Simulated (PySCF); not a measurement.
A GIAO shielding run with PySCF 2.14.0 with density-fitted response routines (density fitting, non-relativistic, gas phase) on `InChI=1S/C7H12O2/c1-6(8)9-7-4-2-3-5-7/h7H,2-5H2,1H3`:

```
{"job": {"kind": "nmr", "xc": "PBE0", "basis": "pcSseg-1"}, "charge": 0, "multiplicity": 1}
C      3.547089    -0.269292     0.230367
C      2.243421     0.421924     0.538441
O      2.143703     1.468054     1.123279
O      1.211265    -0.291304     0.081706
C     -0.109407     0.207482     0.293006
C     -0.798324     0.570341    -1.022348
C     -2.273666     0.591566    -0.634579
C     -2.431917    -0.531099     0.407003
C     -1.012727    -0.879097     0.883885
H      4.238328     0.446621    -0.205933
H      3.980206    -0.631655     1.160256
H      3.382309    -1.101216    -0.446160
H     -0.049418     1.081319     0.951243
H     -0.450428     1.518960    -1.427143
H     -0.596852    -0.218074    -1.749247
H     -2.923963     0.445858    -1.495257
H     -2.517663     1.555360    -0.186394
H     -2.910256    -1.405000    -0.033520
H     -3.053541    -0.199437     1.237546
H     -0.691435    -1.839487     0.479374
H     -0.935643    -0.924884     1.968706
```

Hardware: 1 thread of an x86-64 server CPU, shared host. The job also computes population analyses, field gradients, ring-centre shieldings.

(1) How large is the calculation?

(2) How long does it take?

## Answers

(1) 70 electrons, 213 basis functions and 1099 auxiliary functions.

(2) 37 s of wall time, with 14 SCF cycles and 5 response iterations. Times on a shared host scatter by some tens of per cent.
